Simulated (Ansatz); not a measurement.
`[F][AlH][S][SiH3]` + `C=CCS` → `C=CCS[SiH3]` + `[F][AlH][SH]`  (ligand exchange at the Si–S bond)

Gas-phase electronic energies from Ansatz, PBE0-D4/def2-TZVP geometries. CCSD(T)/CBS is the MP2 limit (def2-TZVPP, def2-QZVPP) plus CCSD(T) − MP2 in def2-TZVPP, frozen cores. This one scheme is used for every species. DFT in def2-TZVPP. HSE06 is defined as in plane-wave codes. Each species was taken in one conformer, which may not be the lowest.

```json
{"level": "HSE06-D4", "ΔE (kJ/mol)": "-1.4", "difference from CCSD(T)/CBS": "-0.4"}
{"level": "BHLYP-D4", "ΔE (kJ/mol)": "-0.9", "difference from CCSD(T)/CBS": "0.1"}
{"level": "ωB97M-V", "ΔE (kJ/mol)": "-1.2", "difference from CCSD(T)/CBS": "-0.2"}
{"level": "PBE", "ΔE (kJ/mol)": "0.6", "difference from CCSD(T)/CBS": "1.6"}
{"level": "CAM-B3LYP", "ΔE (kJ/mol)": "1.5", "difference from CCSD(T)/CBS": "2.5"}
{"level": "HF/def2-SVP", "ΔE (kJ/mol)": "2.8", "difference from CCSD(T)/CBS": "3.8"}
{"level": "CCSD(T)/def2-SVP", "ΔE (kJ/mol)": "-3.1", "difference from CCSD(T)/CBS": "-2.1"}
{"level": "SCS-MP2/def2-TZVPP", "ΔE (kJ/mol)": "-0.8", "difference from CCSD(T)/CBS": "0.2"}
{"level": "CCSD(T)/def2-TZVPP", "ΔE (kJ/mol)": "-1.4", "difference from CCSD(T)/CBS": "-0.4"}
{"level": "CCSD/CBS(def2)", "ΔE (kJ/mol)": "0.2", "difference from CCSD(T)/CBS": "1.2"}
{"level": "CCSD(T)/CBS", "ΔE (kJ/mol)": "-1.0", "difference from CCSD(T)/CBS": "0"}
```

Largest T1 diagnostic among the species: 0.012.

The D4 term adds −5.3 kJ/mol with B3LYP and −3.2 kJ/mol with PBE0; it sums over pairs of atoms, weighted by their polarisabilities, and B3LYP, whose exchange is more repulsive, gets the larger term. In def2-TZVPP, CCSD(T) changes the Hartree–Fock value by −6.4 kJ/mol (the triples alone add −1.2 kJ/mol) and MP2 by −7.3 kJ/mol.

B3LYP here is the variant with VWN-RPA as its local correlation; programs differ in this.
